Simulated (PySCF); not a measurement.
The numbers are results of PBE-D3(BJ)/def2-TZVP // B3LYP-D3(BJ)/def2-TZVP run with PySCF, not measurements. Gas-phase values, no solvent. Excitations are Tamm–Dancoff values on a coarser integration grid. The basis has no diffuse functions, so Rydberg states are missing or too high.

Reference species (SMILES): `C1=CS[CH+]C1` (not the most basic site) (charge +1, multiplicity 1).

| Quantity | Result |
|---|---|
| brightest of the four lowest singlets (TDA) | 4.16 eV |
| HOMO | -12.30 eV |
| S1 oscillator strength | 0.063 |

Changed species: `c1ccc[sH+]1` (not the most basic site) (proton added at S4; the reference has proton added at C1).

Question: Predict the effect on the brightest of the four lowest singlets (TDA), HOMO and S1 oscillator strength.

Answer: the brightest of the four lowest singlets (TDA) rises by 2.25 eV, to 6.41 eV; the HOMO goes up by 0.37 eV, to -11.93 eV; the S1 oscillator strength falls by 0.036, to 0.027.
